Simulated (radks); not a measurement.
Results of a calculation; reference values are marked as such.
Polarisability of the tellurium ion Te5+, [Kr] 4d10 5s1, at imaginary frequency. Code: a radial shooting solver on a logarithmic mesh with Libxc functionals. Model: scalar-relativistic Kohn-Sham, LDA (Slater exchange, Perdew-Wang correlation), spin-unpolarised, spherical densities, finite nucleus; Fermi nuclear charge, rms radius 4.7423 fm. Response by self-consistent Sternheimer equations with the Hartree and adiabatic LDA kernel, the relativistic mass of each level held fixed and spin-orbit coupling left out.

w (hartree),alpha1(iw) (bohr^3),alpha2(iw) (bohr^5)
0.00266,4.536,7.925
0.0143,4.534,7.924
0.0360,4.521,7.918
0.0697,4.479,7.899
0.118,4.376,7.851
0.186,4.166,7.743
0.280,3.802,7.525
0.413,3.278,7.111
0.605,2.663,6.391
0.892,2.071,5.286
1.35,1.560,3.884
2.12,1.098,2.485
3.59,0.6459,1.357
6.94,0.2664,0.5598
17.5,0.06338,0.1199

Static values: alpha1 = 4.536 bohr^3 (0.6722 angstrom^3; uncoupled 7.102), alpha2 = 7.925 bohr^5, alpha3 = 30.86 bohr^7. C6 = 14.09, C8 = 150.4, triple-dipole C9 = 40.36 atomic units. One-pole (London) frequency 4 C6 / (3 alpha1^2) = 0.913 hartree, against 2.411 for minus the highest occupied eigenvalue.
